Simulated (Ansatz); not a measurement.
Ansatz (a quantum-chemistry and plane-wave program) input:
A basis named .json is the Basis Set Exchange file of that set.

Ansatz 0.2 input:
```yaml
crystal:
  periodic: [false, false, false]
  atoms:
    - {symbol: C, position_ang: [0.04048573, 2.21708120, -0.44017144]}
    - {symbol: Ge, position_ang: [-0.13406580, 0.49949733, 0.48579285]}
    - {symbol: C, position_ang: [1.20790116, 0.26122781, 1.89303299]}
    - {symbol: C, position_ang: [-1.95790494, 0.16518674, 1.11810583]}
    - {symbol: C, position_ang: [0.24871990, -0.92667127, -0.90124662]}
    - {symbol: F, position_ang: [-0.61663802, -0.87857411, -1.94767970]}
    - {symbol: F, position_ang: [0.16203951, -2.18314749, -0.39140949]}
    - {symbol: F, position_ang: [1.49498566, -0.81451378, -1.43079570]}
    - {symbol: H, position_ang: [1.04741694, 2.33004479, -0.84080691]}
    - {symbol: H, position_ang: [-0.15381650, 3.03680164, 0.25201794]}
    - {symbol: H, position_ang: [-0.67252655, 2.27786685, -1.26181529]}
    - {symbol: H, position_ang: [2.21048371, 0.38147701, 1.48370626]}
    - {symbol: H, position_ang: [1.06082783, 1.00182235, 2.67961435]}
    - {symbol: H, position_ang: [1.12478266, -0.73329201, 2.33029913]}
    - {symbol: H, position_ang: [-2.02923070, -0.82897532, 1.55825860]}
    - {symbol: H, position_ang: [-2.66347314, 0.23361577, 0.29065735]}
    - {symbol: H, position_ang: [-2.23305394, 0.90189585, 1.87333679]}
basis:
  gaussian:
    orbitals: aug-cc-pVTZ
    fitting: {mean_field: def2-universal-jkfit, correlation: aug-cc-pVTZ-RIFIT.json}
total_charge: 1
magnetization: {spin_polarized: true, initial_magnetization: 1}
correlation: {method: mp2, electrons: outside_noble_gas}
```

Which total energy does the run end on?

-2531.82631 Eh (RI-MP2/aug-cc-pVTZ). The basis has 588 functions.

This state (charge 1, doublet) is run at the relaxed geometry of the species with charge 0 and multiplicity 1.
